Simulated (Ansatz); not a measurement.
This geometry of ClH + ClH5OW (10 atoms, charge 0, multiplicity 1) is a first-order saddle point.

Theory: RKS CAM-B3LYP-D4/def2-SVP in Ansatz.

```xyz
10
Properties=species:S:1:pos:R:3
W -0.312 -0.056 -0.088
H -0.355 0.328 1.676
H 1.032 -0.755 0.618
H 0.854 1.013 0.461
Cl -2.254 -1.141 0.600
H 0.141 -1.614 -0.550
O 0.150 0.631 -1.733
H 0.504 1.448 -2.106
Cl -1.678 2.168 0.476
H -0.916 1.136 1.423
```

Task: Which two structures does it join? (They come from a converged band through this point; their orientation in space is the band's.)

Result: Bonds broken: W1–H2, Cl9–H10. Bonds formed: W1–Cl9, H2–H10. ClH + ClH5OW becomes Cl2H4OW + H2.

Initial state:

```xyz
10
Properties=species:S:1:pos:R:3
W -0.163 -0.421 -0.164
H -0.182 -0.121 1.490
H 1.290 -0.807 0.586
H 0.768 0.835 0.411
Cl -2.250 -1.227 0.368
H 0.607 -1.844 -0.634
O -0.027 0.610 -1.711
H 0.220 1.535 -1.841
Cl -1.815 2.509 0.588
H -1.281 2.087 1.684
```

Final state:

```xyz
10
Properties=species:S:1:pos:R:3
W -0.413 0.503 -0.612
H -0.851 -0.602 3.659
H 1.148 0.823 -0.018
H 0.613 1.787 -0.990
Cl -2.584 -0.406 -0.810
H 0.234 -0.604 0.449
O 0.272 -0.226 -2.135
H 0.829 -0.188 -2.922
Cl -1.109 2.045 0.918
H -0.972 0.024 3.238
```

Task: How far does it lie above each of them?

Result: 42.1 kJ/mol above the first and 94.2 kJ/mol above the second. This is the barrier of this one path; another mechanism may lie lower. The orbitals stay closed-shell, which can raise the energy where a bond breaks towards radicals; this wasn't checked here.

Time of the run: 7.7 min on 4 threads of Arm Neoverse V2, with other jobs on the host, peak memory 0.36 GiB.
